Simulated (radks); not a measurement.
The erbium ion Er43+, configuration [Ar] 3d7.

Method: scalar-relativistic Kohn-Sham, LDA (Slater exchange, VWN5 correlation), spin-polarised, spherical densities, finite nucleus; open shells are filled with parallel spins first (spin-orbit coupling, left out, can overturn this in heavy ions); Fermi nuclear charge, rms radius 5.2516 fm; computed with a radial shooting solver on a logarithmic mesh with Libxc functionals.

Energy parts (eV):
| part | energy |
|---|---|
| total | -318315.96 |
| kinetic | 347681.68 |
| electron-nucleus | -717622.23 |
| Hartree | 56718.68 |
| exchange-correlation | -5094.10 |

Orbitals (lengths in bohr, moments of r in powers of bohr):
| orbital | occ. | eigenvalue (eV) | <r^2> |
|---|---|---|---|
| 1s up | 1 | -59592.73 | 0.0005686 |
| 1s down | 1 | -59592.32 | 0.0005686 |
| 2s up | 1 | -11865.19 | 0.008777 |
| 2s down | 1 | -11852.78 | 0.008768 |
| 2p up | 3 | -10766.29 | 0.007120 |
| 2p down | 3 | -10756.29 | 0.007110 |
| 3s up | 1 | -4195.885 | 0.05395 |
| 3s down | 1 | -4182.584 | 0.05408 |
| 3p up | 3 | -3861.329 | 0.05325 |
| 3p down | 3 | -3847.886 | 0.05341 |
| 3d up | 5 | -3475.568 | 0.04281 |
| 3d down | 2 | -3459.162 | 0.04300 |

The highest occupied level is 3d down at -3459.2 eV. The electron density at the nucleus is 9.126e+05 e/bohr^3 (large components only).
